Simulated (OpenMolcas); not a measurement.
**Multiconfigurational calculation on Au3+**

Au3+ among 4 point charges of -1.5 e arranged as a tetrahedron (Td), 2.13 Å from the ion.

Input:

```
&GATEWAY
Coord
1

Au 0.0 0.0 0.0
Basis=ANO-RCC-VTZP
Group=NoSym
NoMove
AngMom=0.0 0.0 0.0
AMFI
XField
4 Angstrom 0
1.229756 1.229756 1.229756 -1.500000
1.229756 -1.229756 -1.229756 -1.500000
-1.229756 1.229756 -1.229756 -1.500000
-1.229756 -1.229756 1.229756 -1.500000
&SEWARD
&RASSCF
FileOrb=start.orb
Symmetry=1
Spin=3
nActEl=8 0 0
Inactive=34
Ras2=5
CIRoot=10 10 1
SDav=10
CIMx=300
Iter=120 100
PrWF=0.3
OrbListing=Nothing
MaxOrb=0
>>> COPY $Project.JobIph JOB001
&RASSCF
FileOrb=start.orb
Symmetry=1
Spin=1
nActEl=8 0 0
Inactive=34
Ras2=5
CIRoot=15 15 1
SDav=15
CIMx=300
Iter=120 100
PrWF=0.3
OrbListing=Nothing
MaxOrb=0
>>> COPY $Project.JobIph JOB002
&RASSI
NrOfJobIphs=2 10 15
1 2 3 4 5 6 7 8 9 10
1 2 3 4 5 6 7 8 9 10 11 12 13 14 15
IphNames
JOB001
JOB002
EJob
SpinOrbit
DIPRint=1.0
SOCoupling=1000.0
Subsets=2
Property=9
'ANGMOM' 1 'ANGMOM' 2 'ANGMOM' 3 'MLTPL  1' 1 'MLTPL  1' 2 'MLTPL  1' 3
'AMFI' 1 'AMFI' 2 'AMFI' 3
SOProperty=3
'ANGMOM' 1 'ANGMOM' 2 'ANGMOM' 3
```

Launched by
```bash
OMP_NUM_THREADS=1 MOLCAS_MEM=1689 MOLCAS_PROJECT=a pymolcas a.inp > a.log  # once for each step of the input, in one work folder
```

A driver script runs the steps one by one and writes start.orb anew before each from the orbitals found so far.

Output, cut to the results:

```
--- SEWARD ---
Basis set label: AU.ANO-RCC...8S7P5D3F1G.

      Electronic valence basis set:
      ------------------
      Associated Effective Charge  79.000000 au
      Associated Actual Charge     79.000000 au
      Nuclear Model: Point charge

      Shell  nPrim  nBasis  Cartesian Spherical Contaminant
         s      24       8        X
         p      21       7        X
         d      15       5                 X
         f      11       3                 X
         g       4       1                 X
                  Relativistic Douglas-Kroll-Hess integrals:
                    - DKH order of Hamiltonian: 2
                    - DKH order of Properties : 0
                  Atomic mean-field integrals
--- RASSCF ---
Wave function specifications:
      -----------------------------

      Number of closed shell electrons          68
      Number of electrons in active shells       8
      Max number of holes in RAS1 space          0
      Max nr of electrons in RAS3 space          0
      Number of inactive orbitals               34
      Number of active orbitals                  5
      Number of secondary orbitals              45
      Spin quantum number                      1.0
      State symmetry                             1
Orbital specifications:
      -----------------------

      Symmetry species                           1
                                                 a
      Frozen orbitals                            0
      Inactive orbitals                         34
      Active orbitals                            5
      RAS1 orbitals                              0
      RAS2 orbitals                              5
      RAS3 orbitals                              0
      Secondary orbitals                        45
      Deleted orbitals                           0
      Number of basis functions                 84
      Number of CSFs                            10
      Number of root(s) required                10
      Iter CI   SX   CI       RASSCF       Energy    max ROT     max BLB   max BLB  Level Ln srch  Step   QN
          iter iter root      energy       change     param      element    value   shift minimum  type update
 Nr of preliminary CI iterations:   1
      Total energies have been shifted. Add               -18000.00 au
        1   1   10    0  -995.69545688    0.00E+00   1.38E-01*  35  52 1  4.27E-01*  0.00   0.00    SX    NO
        2   1   11    0  -995.93943034   -2.44E-01* -2.57E-02   32  46 1  1.43E-01*  0.00   0.00    SX    NO
        3   1   11    0  -995.96435114   -2.49E-02*  2.25E-02   25  70 1 -8.87E-02*  0.00   0.00    SX    NO
        4   1   10    0  -995.97213777   -7.79E-03*  1.36E-02   25  70 1  5.52E-02*  0.00   0.00    SX    NO
        5   1   10    0  -995.97526565   -3.13E-03*  5.42E-03   25  70 1 -3.69E-02*  0.00   0.60    QN   YES
        6   1    8    0  -995.97770960   -2.44E-03*  2.25E-04   29  67 1  1.31E-03*  0.00   1.03    QN   YES
        7   1    6    0  -995.97771274   -3.14E-06* -6.92E-05   35  45 1  1.06E-04*  0.00   1.03    QN   YES
        8   1    5    0  -995.97771278   -3.60E-08* -2.72E-05   38  44 1  2.96E-05   0.00   1.37    QN   YES
        9   1    3    0  -995.97771278   -3.20E-09   1.24E-07   27  65 1 -9.60E-07   0.00   1.00    QN   YES
      Convergence after  9 iterations
       10   1    3    0  -995.97771278    4.37E-11   1.24E-07   35  52 1 -1.31E-07   0.00   1.00    QN   YES
      Natural orbitals and occupation numbers for root  1
      sym 1:   1.106780   1.893220   1.893220   1.106780   2.000000
      Natural orbitals and occupation numbers for root  2
      sym 1:   1.104335   1.104335   1.895665   1.895665   2.000000
      Natural orbitals and occupation numbers for root  3
      sym 1:   1.858386   1.141614   2.000000   1.141614   1.858386
::    RASSCF root number  1 Total energy: -18996.00199980
::    RASSCF root number  2 Total energy: -18996.00199980
::    RASSCF root number  3 Total energy: -18996.00199980
::    RASSCF root number  4 Total energy: -18995.99519628
::    RASSCF root number  5 Total energy: -18995.99519628
::    RASSCF root number  6 Total energy: -18995.99519628
::    RASSCF root number  7 Total energy: -18995.98696129
::    RASSCF root number  8 Total energy: -18995.93285942
::    RASSCF root number  9 Total energy: -18995.93285942
::    RASSCF root number 10 Total energy: -18995.93285942
--- RASSCF ---
Wave function specifications:
      -----------------------------

...
--- RASSI ---
SPIN-FREE ENERGIES:
  (Shifted by EMIN (a.u.) =     -18996.0019997971)

 SF State       Relative EMIN(au)   Rel lowest level(eV)    D:o, cm**(-1)      L_eff

     1             0.0000000000        0.0000000000              0.0000         3.0
     2             0.0000000000        0.0000000000              0.0000         3.0
     3             0.0000000000        0.0000000000              0.0000         3.0
     4             0.0068035127        0.1851330124           1493.1984         3.0
     5             0.0068035127        0.1851330124           1493.1984         3.0
     6             0.0068035127        0.1851330124           1493.1984         3.0
     7             0.0150385070        0.4092186214           3300.5708         3.0
    11             0.0589452707        1.6039825274          12936.9915         2.0
    12             0.0589452707        1.6039825274          12936.9915         2.0
    13             0.0589452707        1.6039825274          12936.9915         2.0
    14             0.0621398847        1.6909124030          13638.1283         2.2
    15             0.0621398847        1.6909124030          13638.1283         2.2
    10             0.0691403808        1.8814056085          15174.5596         1.0
     8             0.0691403808        1.8814056085          15174.5596         1.0
     9             0.0691403808        1.8814056085          15174.5596         1.0
    16             0.0885327208        2.4090980608          19430.6863         4.0
    17             0.0885327208        2.4090980608          19430.6863         4.0
    18             0.0885327208        2.4090980608          19430.6863         4.0
    19             0.0928465902        2.5264844284          20377.4712         4.0
    20             0.0928465902        2.5264844284          20377.4712         4.0
    21             0.0928465902        2.5264844284          20377.4712         4.0
...
```

Spin-orbit levels above the lowest (labels of Td):

```json
{"E (cm-1)": "0.0", "Degeneracy": "1", "Label": "A1", "2S+1": "3"}
{"E (cm-1)": "489.5", "Degeneracy": "3", "Label": "T1", "2S+1": "3"}
{"E (cm-1)": "861.0", "Degeneracy": "2", "Label": "E", "2S+1": "3"}
{"E (cm-1)": "1902", "Degeneracy": "3", "Label": "T2", "2S+1": "3"}
{"E (cm-1)": "9891", "Degeneracy": "3", "Label": "T2", "2S+1": "3 (55 %)"}
{"E (cm-1)": "10841", "Degeneracy": "2", "Label": "E", "2S+1": "3 (53 %)"}
{"E (cm-1)": "13228", "Degeneracy": "3", "Label": "T1", "2S+1": "3"}
{"E (cm-1)": "13702", "Degeneracy": "3", "Label": "T2", "2S+1": "3"}
{"E (cm-1)": "13753", "Degeneracy": "1", "Label": "A2", "2S+1": "3"}
{"E (cm-1)": "20956", "Degeneracy": "2", "Label": "E", "2S+1": "3"}
{"E (cm-1)": "22390", "Degeneracy": "3", "Label": "T2", "2S+1": "3"}
{"E (cm-1)": "24527", "Degeneracy": "1", "Label": "A1", "2S+1": "3 (85 %)"}
{"E (cm-1)": "27419", "Degeneracy": "3", "Label": "T1", "2S+1": "3"}
{"E (cm-1)": "29868", "Degeneracy": "3", "Label": "T2", "2S+1": "1"}
{"E (cm-1)": "30345", "Degeneracy": "2", "Label": "E", "2S+1": "1"}
{"E (cm-1)": "30911", "Degeneracy": "3", "Label": "T1", "2S+1": "1"}
{"E (cm-1)": "31235", "Degeneracy": "1", "Label": "A1", "2S+1": "1"}
{"E (cm-1)": "34103", "Degeneracy": "3", "Label": "T2", "2S+1": "1 (53 %)"}
{"E (cm-1)": "35140", "Degeneracy": "2", "Label": "E", "2S+1": "1 (58 %)"}
{"E (cm-1)": "63688", "Degeneracy": "1", "Label": "A1", "2S+1": "1 (86 %)"}
```

An orbital triplet at a regular site is open to Jahn-Teller coupling, which can distort the site and quench the lowest spin-orbit gaps and is left out. Without dynamic correlation the repulsion within the d shell is too large (B by tens of per cent), so at a given field states of lower spin stand too high. Real 4d8 and 5d8 ions are as a rule square planar and diamagnetic. The ground term spreads over less than 5000 cm-1, several times less than with real ligands, so orbital moments are less quenched and χT lies further from the spin-only value than at real sites. Point charges carry no covalency, so the field is a model and not that of real ligands. No measured value stands beside these numbers.

The RASSCF and RASSI steps took 9.1 s on 1 thread of Arm Neoverse V1 (shared host); the integral step is not counted.
